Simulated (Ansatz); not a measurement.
**Molecular dynamics of C₂H₇AsSi**

Input file:

```yaml
crystal:
  periodic: [false, false, false]
  atoms:
    - { symbol: C, position_ang: [-1.238489, 1.379391, -0.424926] }
    - { symbol: As, position_ang: [0.237177, 0.407132, 0.420789] }
    - { symbol: C, position_ang: [0.328224, -1.574978, 0.611396] }
    - { symbol: Si, position_ang: [1.149479, -1.314638, -1.132054] }
    - { symbol: H, position_ang: [-1.828165, 1.928713, 0.320912] }
    - { symbol: H, position_ang: [-0.826673, 2.060778, -1.180798] }
    - { symbol: H, position_ang: [-1.864315, 0.628127, -0.925482] }
    - { symbol: H, position_ang: [0.834248, -1.845686, 1.548734] }
    - { symbol: H, position_ang: [-0.721718, -1.901344, 0.636185] }
    - { symbol: H, position_ang: [2.541556, -1.055103, -0.540364] }
    - { symbol: H, position_ang: [1.453874, 1.230407, 0.686208] }
basis:
  gaussian: { orbitals: def2-SVP }
hamiltonian:
  xc: b3lyp
md:
  timestep: 0.5
  n_steps: 200
  ensemble: nve
  temperature: 100.0
  initial_velocities: maxwell_boltzmann
  seed: 7225
```

Launched with:

```bash
$ ansatz run input.yaml --threads 2 --pin off --max-ram 3072MiB --backend cpu --events-out ev --progress --plain --runs-dir out
```

It starts at the highest image of a converged band, a first-order saddle point between two minima.

Output, in part (one step line in 7, the closing report, with atoms numbered from 0):

```
md step     0: t =     0.00 fs  T =   100.0 K  F+E_penalty+E_count = -70894.65797388 eV  E_kin = 0.116334 eV  conserved = -70894.54163988 eV  (26 SCF iters)
md step     7: t =     3.50 fs  T =    51.5 K  F+E_penalty+E_count = -70894.60092634 eV  E_kin = 0.059892 eV  conserved = -70894.54103449 eV  (23 SCF iters)
md step    14: t =     7.00 fs  T =    26.8 K  F+E_penalty+E_count = -70894.57216479 eV  E_kin = 0.031144 eV  conserved = -70894.54102120 eV  (24 SCF iters)
md step    21: t =    10.50 fs  T =    58.2 K  F+E_penalty+E_count = -70894.60920221 eV  E_kin = 0.067681 eV  conserved = -70894.54152092 eV  (27 SCF iters)
md step    28: t =    14.00 fs  T =    53.7 K  F+E_penalty+E_count = -70894.60357618 eV  E_kin = 0.062504 eV  conserved = -70894.54107250 eV  (23 SCF iters)
md step    35: t =    17.50 fs  T =    51.1 K  F+E_penalty+E_count = -70894.60058030 eV  E_kin = 0.059485 eV  conserved = -70894.54109579 eV  (23 SCF iters)
md step    42: t =    21.00 fs  T =    67.5 K  F+E_penalty+E_count = -70894.62008433 eV  E_kin = 0.078567 eV  conserved = -70894.54151686 eV  (24 SCF iters)
md step    49: t =    24.50 fs  T =    47.0 K  F+E_penalty+E_count = -70894.59575607 eV  E_kin = 0.054703 eV  conserved = -70894.54105347 eV  (25 SCF iters)
md step    56: t =    28.00 fs  T =    42.1 K  F+E_penalty+E_count = -70894.59012302 eV  E_kin = 0.049026 eV  conserved = -70894.54109658 eV  (24 SCF iters)
md step    63: t =    31.50 fs  T =    70.3 K  F+E_penalty+E_count = -70894.62323049 eV  E_kin = 0.081791 eV  conserved = -70894.54143990 eV  (24 SCF iters)
md step    70: t =    35.00 fs  T =    87.5 K  F+E_penalty+E_count = -70894.64291622 eV  E_kin = 0.101812 eV  conserved = -70894.54110421 eV  (24 SCF iters)
md step    77: t =    38.50 fs  T =    95.2 K  F+E_penalty+E_count = -70894.65185836 eV  E_kin = 0.110722 eV  conserved = -70894.54113677 eV  (24 SCF iters)
md step    84: t =    42.00 fs  T =   115.5 K  F+E_penalty+E_count = -70894.67580745 eV  E_kin = 0.134410 eV  conserved = -70894.54139728 eV  (26 SCF iters)
md step    91: t =    45.50 fs  T =   158.5 K  F+E_penalty+E_count = -70894.72542158 eV  E_kin = 0.184423 eV  conserved = -70894.54099869 eV  (24 SCF iters)
md step    98: t =    49.00 fs  T =   261.2 K  F+E_penalty+E_count = -70894.84503196 eV  E_kin = 0.303850 eV  conserved = -70894.54118160 eV  (26 SCF iters)
md step   105: t =    52.50 fs  T =   362.3 K  F+E_penalty+E_count = -70894.96297069 eV  E_kin = 0.421471 eV  conserved = -70894.54149970 eV  (25 SCF iters)
md step   112: t =    56.00 fs  T =   414.2 K  F+E_penalty+E_count = -70895.02302164 eV  E_kin = 0.481837 eV  conserved = -70894.54118426 eV  (27 SCF iters)
md step   119: t =    59.50 fs  T =   433.5 K  F+E_penalty+E_count = -70895.04567432 eV  E_kin = 0.504356 eV  conserved = -70894.54131856 eV  (25 SCF iters)
md step   126: t =    63.00 fs  T =   403.2 K  F+E_penalty+E_count = -70895.01064418 eV  E_kin = 0.469102 eV  conserved = -70894.54154241 eV  (26 SCF iters)
md step   133: t =    66.50 fs  T =   331.1 K  F+E_penalty+E_count = -70894.92624462 eV  E_kin = 0.385158 eV  conserved = -70894.54108675 eV  (25 SCF iters)
md step   140: t =    70.00 fs  T =   301.9 K  F+E_penalty+E_count = -70894.89236802 eV  E_kin = 0.351241 eV  conserved = -70894.54112714 eV  (26 SCF iters)
md step   147: t =    73.50 fs  T =   320.0 K  F+E_penalty+E_count = -70894.91371977 eV  E_kin = 0.372259 eV  conserved = -70894.54146081 eV  (26 SCF iters)
md step   154: t =    77.00 fs  T =   333.2 K  F+E_penalty+E_count = -70894.92867539 eV  E_kin = 0.387634 eV  conserved = -70894.54104097 eV  (26 SCF iters)
md step   161: t =    80.50 fs  T =   419.0 K  F+E_penalty+E_count = -70895.02864407 eV  E_kin = 0.487476 eV  conserved = -70894.54116848 eV  (26 SCF iters)
md step   168: t =    84.00 fs  T =   542.0 K  F+E_penalty+E_count = -70895.17210725 eV  E_kin = 0.630554 eV  conserved = -70894.54155352 eV  (26 SCF iters)
md step   175: t =    87.50 fs  T =   599.5 K  F+E_penalty+E_count = -70895.23864057 eV  E_kin = 0.697427 eV  conserved = -70894.54121375 eV  (27 SCF iters)
md step   182: t =    91.00 fs  T =   621.9 K  F+E_penalty+E_count = -70895.26478689 eV  E_kin = 0.723535 eV  conserved = -70894.54125201 eV  (26 SCF iters)
md step   189: t =    94.50 fs  T =   611.6 K  F+E_penalty+E_count = -70895.25310806 eV  E_kin = 0.711545 eV  conserved = -70894.54156272 eV  (26 SCF iters)
md step   196: t =    98.00 fs  T =   532.7 K  F+E_penalty+E_count = -70895.16084604 eV  E_kin = 0.619710 eV  conserved = -70894.54113618 eV  (27 SCF iters)
md step   200: t =   100.00 fs  T =   505.4 K  F+E_penalty+E_count = -70895.12927619 eV  E_kin = 0.587909 eV  conserved = -70894.54136697 eV  (28 SCF iters)
Total energy: -70895.12953603 eV, -2605.3479560042 hartree
Atom 0 at    -1.486944     1.169710    -0.084276 Å, force     0.035529     0.292962    -0.636613 eV/Å
Atom 1 at     0.343362     0.521370     0.331405 Å, force    -0.741196    -1.178273    -0.457123 eV/Å
Atom 2 at    -0.010710    -1.602328     0.410007 Å, force     0.019838     0.400266     0.168798 eV/Å
Atom 3 at     1.216073    -1.458705    -1.019075 Å, force     0.577662    -0.076703    -0.074971 eV/Å
Atom 4 at    -2.332490     1.093335     0.625107 Å, force     0.540843    -0.080934     0.202759 eV/Å
Atom 5 at    -1.353374     2.216411    -0.421293 Å, force    -0.215479    -0.127502     0.218526 eV/Å
Atom 6 at    -1.762829     0.598764    -0.993240 Å, force     0.082876     0.064969     0.206380 eV/Å
Atom 7 at     0.211124    -2.112622     1.352775 Å, force     0.354827     0.326810     0.299465 eV/Å
Atom 8 at    -1.013442    -1.924135     0.117750 Å, force    -0.474562     0.556696    -0.101221 eV/Å
Atom 9 at     2.410002    -1.398140    -0.043460 Å, force     0.085032     0.030171    -0.216057 eV/Å
Atom 10 at     0.681099     0.919741     1.744150 Å, force    -0.265370    -0.208463     0.390057 eV/Å
Dipole moment:    -0.421912     0.283616     0.342689 e Å
```

All steps were run. The conserved energy stayed within 0.073 meV per atom of its start (net change 0.025 meV per atom), so the integration is sound. The kinetic energy rose, since the run started high on the potential surface and went downhill. A run of 0.1 ps of so small a system gives no equilibrium averages. The orbitals stay closed-shell, which can raise the energy where a bond breaks towards radicals; this wasn't checked here.

Between its relaxed ends the band would form As2–H11 and break Si4–H11. These pairs go: As2–H11 1.49 → 1.51 Å, Si4–H11 3.14 → 3.68 Å. In the last frame they stand as after the step (other bonds may differ from the relaxed reactants and products). It ends as one piece, C2H7AsSi. Pairs count as bonded within 1.25 times the sum of covalent radii (0.12 Å more for H–H).

Last frame:

```xyz
11
Properties=species:S:1:pos:R:3
C -1.487 1.170 -0.084
As 0.343 0.521 0.331
C -0.011 -1.602 0.410
Si 1.216 -1.459 -1.019
H -2.333 1.093 0.625
H -1.353 2.216 -0.421
H -1.763 0.599 -0.993
H 0.211 -2.113 1.353
H -1.013 -1.924 0.118
H 2.410 -1.398 -0.043
H 0.681 0.920 1.744
```

The run took 3.8 min on 2 threads of AMD EPYC 9R45 96-Core Processor (Zen 5) (shared host), peak memory 0.29 GiB.
